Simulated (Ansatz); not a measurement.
The same path of Cl3H4HfNO (10 atoms, charge 0, multiplicity 1) was run twice with different band settings. Lost on the way: Hf1–Cl2, O8–H10. Made: Cl2–H10.

All numbers below come from Ansatz, RHF/def2-SVP.

Relaxed end points:

```xyz
10
Properties=species:S:1:pos:R:3
Hf 0.109 0.038 0.031
Cl 0.220 0.753 2.345
Cl 2.245 0.298 -1.023
N -1.023 1.588 -0.584
H -1.613 1.594 -1.398
H -1.096 2.478 -0.121
Cl -1.194 -1.655 -1.119
O 0.812 -1.954 1.127
H 0.693 -2.832 0.786
H 1.187 -1.991 1.998
```

```xyz
10
Properties=species:S:1:pos:R:3
Hf 0.179 -0.570 -0.903
Cl -0.059 0.525 3.399
Cl 2.096 -0.073 -2.253
N -0.684 1.135 -0.264
H -1.094 1.851 -0.841
H -0.769 1.415 0.699
Cl -1.376 -1.847 -2.205
O 0.695 -1.510 0.710
H 1.064 -2.252 1.157
H 0.287 -0.358 2.543
```

Common settings: movable images 5; climbing image yes; spring 5.0 eV/Å²; optimiser quadratic models (default); force threshold 0.03 eV/Å; iteration limit 60; end points relaxed.

| run | start path |
| --- | --- |
| 1 | through a guess of the saddle point |
| 2 | straight line |

Problem. What does each run give, and how far can it be trusted?

Solution. Run 1: converged after 27 iterations, highest image 1.389 eV above the first end. Neighbouring images differ by up to 1.3 eV, so the band resolves the path poorly. A vibrational analysis at the climbing image gives one clearly imaginary mode, 1067i cm⁻¹: a first-order saddle point.
Run 2: converged after 34 iterations, highest image 1.389 eV above the first end. Neighbouring images differ by up to 1.3 eV, so the band resolves the path poorly. Another band between the same ends (5 images) ends at a top of the same energy, where a vibrational analysis finds 1 clearly imaginary mode.
The orbitals stay closed-shell, which can raise the energy where a bond breaks towards radicals; this wasn't checked here.
